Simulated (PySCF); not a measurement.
C3H5BO2, SMILES CC#CB(O)O. Atoms are numbered in the order given.

```xyz
11

C     -3.0103     0.3384     0.2572
C     -1.5689     0.1911     0.1308
C     -0.3484     0.0810     0.0171
B      1.1736    -0.1060    -0.1087
O      1.9530     0.9303    -0.5466
O      1.7853    -1.3008     0.2101
H     -3.3816    -0.0953     1.2094
H     -3.5391    -0.1782    -0.5714
H     -3.3124     1.4063     0.2318
H      2.8897     0.6591    -0.5728
H      1.1349    -1.9604     0.5077
```
Charge 0, spin multiplicity 1.

Coordinates come from a PBE-D3(BJ)/def2-SVP optimisation. One conformer was computed; it need not be the lowest.

Two levels are set side by side: PBE/pcSseg-1 (PySCF) and PBE0/pcSseg-1 (PySCF). GIAO shifts against BF3 (¹¹B), H2O (¹⁷O), TMS (¹H), TMS (¹³C) at the same level; non-relativistic, no solvent, atoms listed together averaged. Differences are taken from unrounded values.

```tsv
quantity	PBE0
δ(¹³C) of C1 (ppm)	9.3
δ(¹³C) of C2 (ppm)	107.6
δ(¹³C) of C3 (ppm)	87.0
δ(¹¹B) of B4 (ppm)	9.3
```

What does PBE give, and how far is it from PBE0? (The exact figures need the calculation; the answer reports its results.)


```tsv
quantity	PBE	PBE minus PBE0
δ(¹³C) of C1 (ppm)	9.6	0.3
δ(¹³C) of C2 (ppm)	104.7	-2.9
δ(¹³C) of C3 (ppm)	85.6	-1.4
δ(¹¹B) of B4 (ppm)	8.1	-1.2
```

Rough cost on one machine, each run with all the roots and properties that it gave: PBE0 against PBE within a factor of 2.
